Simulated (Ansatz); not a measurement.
CH₄NOSb (`C=[N][SbH][OH]`), charge 0, multiplicity 1.

(1) Give a relaxed structure at PBE0-D4/def2-TZVP (Ansatz). (Best estimate.)

Answers

(1) The calculation gave: 
Z-matrix (Å, degrees):
```
C
N 1 1.259
H 1 1.097 2 119.0
H 1 1.099 2 124.8 3 179.2
Sb 2 2.050 1 119.8 3 178.8
O 5 1.976 2 98.6 1 12.1
H 5 1.712 2 91.0 1 104.7
H 6 0.960 5 111.0 2 -116.9
```
